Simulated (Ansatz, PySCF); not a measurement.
B(F)(Me)(OMe) (C₂H₆BFO), SMILES COB(C)F. Atoms are numbered in the order given.

```xyz
11

B     -0.1054     0.0272     0.5454
F     -0.6186    -0.4119     1.6992
C      0.8850     1.2455     0.5305
H      1.7783     1.0474    -0.0842
H      1.2089     1.5272     1.5422
H      0.3940     2.1264     0.0796
O     -0.5236    -0.6438    -0.5533
C     -0.0803    -0.3102    -1.8512
H      0.9846    -0.5648    -1.9909
H     -0.6719    -0.8891    -2.5747
H     -0.2138     0.7633    -2.0695
```

Geometry: r2SCAN-D4/def2-SVP. Other conformers were not sampled.

Two levels are set side by side: PBE-D3(BJ)/def2-SVP (Ansatz, a first-principles code) and r2SCAN-D4/def2-SVP (Ansatz). Each level has its own optimised geometry; the coordinates shown are those of the second. Frequencies come from the Hessian of PySCF at each geometry. Differences are taken from unrounded values.

```json
[
 {"quantity": "mean bond length (Å)", "r2SCAN-D4": "1.228"},
 {"quantity": "bond B1–F2 (Å)", "r2SCAN-D4": "1.337"},
 {"quantity": "bond B1–C3 (Å)", "r2SCAN-D4": "1.570"},
 {"quantity": "bond B1–O7 (Å)", "r2SCAN-D4": "1.354"},
 {"quantity": "bond O7–C8 (Å)", "r2SCAN-D4": "1.411"},
 {"quantity": "bond C3–H4 (Å)", "r2SCAN-D4": "1.102"},
 {"quantity": "bond C3–H5 (Å)", "r2SCAN-D4": "1.099"},
 {"quantity": "bond C3–H6 (Å)", "r2SCAN-D4": "1.105"},
 {"quantity": "bond C8–H9 (Å)", "r2SCAN-D4": "1.104"},
 {"quantity": "bond C8–H10 (Å)", "r2SCAN-D4": "1.099"},
 {"quantity": "bond C8–H11 (Å)", "r2SCAN-D4": "1.104"},
 {"quantity": "highest harmonic wavenumber (cm⁻¹)", "r2SCAN-D4": "3160"},
 {"quantity": "mean harmonic wavenumber (cm⁻¹)", "r2SCAN-D4": "1398"},
 {"quantity": "zero-point energy (kcal/mol)", "r2SCAN-D4": "53.95"}
]
```

Problem. What does PBE-D3(BJ) give, and how far is it from r2SCAN-D4? (An estimate is asked for; the answer gives what the named calculation found.)

Solution. 
| quantity | PBE-D3(BJ) | PBE-D3(BJ) minus r2SCAN-D4 |
|---|---|---|
| mean bond length (Å) | 1.236 | 0.007 |
| bond B1–F2 (Å) | 1.345 | 0.008 |
| bond B1–C3 (Å) | 1.577 | 0.006 |
| bond B1–O7 (Å) | 1.362 | 0.008 |
| bond O7–C8 (Å) | 1.416 | 0.004 |
| bond C3–H4 (Å) | 1.111 | 0.009 |
| bond C3–H5 (Å) | 1.106 | 0.007 |
| bond C3–H6 (Å) | 1.111 | 0.006 |
| bond C8–H9 (Å) | 1.112 | 0.008 |
| bond C8–H10 (Å) | 1.108 | 0.008 |
| bond C8–H11 (Å) | 1.112 | 0.008 |
| highest harmonic wavenumber (cm⁻¹) | 3093 | -67 |
| mean harmonic wavenumber (cm⁻¹) | 1361 | -37 |
| zero-point energy (kcal/mol) | 52.53 | -1.43 |
